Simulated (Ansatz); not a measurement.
```yaml
atoms:
  - { symbol: C, position_ang: [1.0735, 0.0057, 0.1354] }
  - { symbol: C, position_ang: [0.0069, 1.0818, -0.1305] }
  - { symbol: C, position_ang: [-1.0687, -0.0071, 0.1248] }
  - { symbol: C, position_ang: [-0.0097, -1.0774, -0.1283] }
  - { symbol: H, position_ang: [1.3956, 0.0002, 1.1737] }
  - { symbol: H, position_ang: [1.9769, -0.0047, -0.5191] }
  - { symbol: H, position_ang: [0.0005, 1.3953, -1.1828] }
  - { symbol: H, position_ang: [0.0002, 1.9811, 0.5122] }
  - { symbol: H, position_ang: [-1.9735, 0.0096, -0.5111] }
  - { symbol: H, position_ang: [-1.4045, 0.0095, 1.1756] }
  - { symbol: H, position_ang: [-0.0071, -1.9773, 0.5159] }
  - { symbol: H, position_ang: [0.0044, -1.3979, -1.1848] }
```

Basis set: STO-3G (spherical functions). Left uncorrelated: 4 orbitals. Charge 0, multiplicity 1.

Computed with Ansatz (development build ahead of 0.2.0); each method stands on the lowest determinant of its kind that the runs found. Restricted open shells among the atoms or ions are ROHF, correlated in semicanonical orbitals with singles.

Question: Give the atomization energy at this shape (free ground-state atoms in the same class of orbitals less the molecule, no zero-point energy) of singlet C4H8 by RHF-MP2, RHF.

Answer:

```csv
method,atomization energy
RHF-MP2,52.05 eV
RHF,47.44 eV
```

This basis has no polarisation functions and is too small for such energies, which can lie far from measured ones in either direction.
